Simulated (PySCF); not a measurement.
Ta(S)(OH)(NH2)2 (H5N2OSTa), SMILES [Ta]([OH])(=[S])([NH2])[NH2], multiplicity 1.

Geometry: PBE0-D3(BJ)/def2-SVP. The multiplicity is an assumed one; no other spin state was optimised. The structure was generated by enumeration; whether it is a known compound was not checked. The def2 effective core potentials stand for the cores of Ta; spin–orbit coupling is left out. Other conformers were not sampled.

Two levels are set side by side: TDDFT-PBE/def2-SVPD (PySCF) and TDDFT-M06-2X/def2-SVPD (PySCF). Vertical, same geometry. The lowest singlet is HOMO−1→LUMO 94 % with PBE and HOMO→LUMO 75 % with the other functional; states are paired by order. Differences are taken from unrounded values.

```
quantity                              TDDFT-PBE
------------------------------------  ---------
lowest singlet excitation (eV)             4.33
lowest triplet excitation (TDA) (eV)       3.80
```

Question: These are the TDDFT-PBE values. What does TDDFT-M06-2X give? (Estimate from the structure and the level; the computed values follow.)

Answer: 
```
quantity                              TDDFT-M06-2X  TDDFT-PBE minus TDDFT-M06-2X
------------------------------------  ------------  ----------------------------
lowest singlet excitation (eV)                4.47                         -0.14
lowest triplet excitation (TDA) (eV)          4.05                         -0.25
```

Functionals without exact exchange tend to place singlet excitations lower, as here. Differences between two approximate levels are no errors against the true value.

Rough cost on one machine, each run with all the roots and properties that it gave: TDDFT-M06-2X against TDDFT-PBE about 10 times.
